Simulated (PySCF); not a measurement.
**Interval between two levels of Rh by level of theory**

Rh [Kr] 4d8 5s1 [4F9/2, M_J = 9/2] → Rh [Kr] 4d7 5s1 5p1 [6G13/2, M_J = 13/2], as a difference of total energies. All numbers are calculated (PySCF 2.14, the two-component X2C-1e Hamiltonian, in x2c-TZVPall-2c with one added diffuse shell each of s, p, d type (9s10p8d1f, 86 functions)). Correlated levels: [Ar] 3d10 frozen; the 6 highest virtual spinors dropped. "Screened" scales the spin-orbit matrix elements by Boettger's factors to mimic the two-electron term; Breit and QED terms are absent.

```json
{"method": "GHF (spin-free)", "interval between two levels (cm⁻¹)": "24224"}
{"method": "GMP2 (spin-free)", "interval between two levels (cm⁻¹)": "33281"}
{"method": "GHF (screened spin-orbit)", "interval between two levels (cm⁻¹)": "24320"}
{"method": "GMP2 (screened spin-orbit)", "interval between two levels (cm⁻¹)": "33386"}
```

The labels give the starting determinants; with spin-orbit coupling the two ends relaxed to ⟨J²⟩ = 24.76, ⟨L²⟩ = 12.05, ⟨S²⟩ = 3.75 and ⟨J²⟩ = 48.76, ⟨L²⟩ = 20.16, ⟨S²⟩ = 8.69.
